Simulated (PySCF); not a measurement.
ReO₂, SMILES [O]=[Re]=[O] (connectivity only; charge and spin as stated), neutral, multiplicity 4. Geometry optimised at B3LYP-D3(BJ)/def2-TZVP. The multiplicity is an assumed one; other spin states were not compared. The def2 effective core potentials stand for the cores of Re; spin–orbit coupling is left out.

Level of theory: B3LYP-D3(BJ)/def2-TZVP run with PySCF.

Harmonic wavenumbers (cm⁻¹): 257, 961, 1016. Rotational constants (GHz): 38.97, 6.397, 5.495; symmetry number 2.

**Question.** Work out the zero-point energy and the ideal-gas rigid-rotor harmonic-oscillator thermochemistry at 298.15 K and 1 atm.

**Answer.** ZPE = ½ Σ hcν = ½ × 2234 cm⁻¹ = 3.19 kcal/mol. H − E(el) = 5.91 kcal/mol. Entropy in cal/(mol K): translation 42.04, rotation 21.60, vibration 1.88, spin 2.75, total 68.28. G − E(el) = -14.45 kcal/mol. Cp = 10.48 cal/(mol K).
